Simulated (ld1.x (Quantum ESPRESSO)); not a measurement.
## Plane-wave convergence, ultrasoft potential for hydrogen (H)

- Element: hydrogen
- Generator: ld1.x (Quantum ESPRESSO) 7.5
- Type: ultrasoft
- Functional: BP86
- Relativity: scalar-relativistic
- Frozen core: none
- Valence charge: 1
- Reference configuration: 1s1
- Partial waves: 1s (bound): rcut 1.05, rcutus 1.20 bohr; 1s channel at 0.55 Ry: rcut 1.05, rcutus 1.20 bohr; 2p channel at 0.25 Ry: rcut 1.05, rcutus 1.15 bohr; 2p channel at 1.3 Ry: rcut 1.05, rcutus 1.15 bohr
- Local potential: all-electron potential smoothed inside 1.10 bohr (lloc = -2)
- Core correction: none
- Augmentation charge: PSQ, radius 1.00 bohr

The pseudo-atom Hamiltonian at the reference potential is diagonalised in spherical Bessel functions j_l(qr) that vanish at 20 bohr, with q² up to the cutoff. All-electron valence levels (Ry): 1s -0.4874.

Problem. How do the lowest levels (Ry) of each channel move with the cutoff, and are there ghosts?

Solution.

```
cutoff (Ry)     s #1    p #1    p #2    d #1    d #2    f #1    f #2  Σ f·Δε (mRy)
          8  -0.4505  0.0240  0.1025  0.0734  0.1796  0.1179  0.2502          36.9
         10  -0.4635  0.0240  0.1024  0.0734  0.1796  0.1179  0.2502          24.0
         15  -0.4784  0.0240  0.1024  0.0734  0.1796  0.1179  0.2502           9.0
         18  -0.4836  0.0240  0.1024  0.0734  0.1796  0.1179  0.2502           3.9
         21  -0.4854  0.0240  0.1024  0.0734  0.1796  0.1179  0.2502           2.0
         25  -0.4864  0.0240  0.1024  0.0734  0.1796  0.1179  0.2502           1.0
         35  -0.4874  0.0240  0.1024  0.0734  0.1796  0.1179  0.2502           0.1
         40  -0.4874  0.0240  0.1024  0.0734  0.1796  0.1179  0.2502           0.0
        400  -0.4874  0.0240  0.1024  0.0734  0.1796  0.1179  0.2502           0.0
```

Result: no extra level below or beside the all-electron valence levels (s, p, d, f tested); 10 mRy is reached at 15 Ry and 1 mRy at 30 Ry.
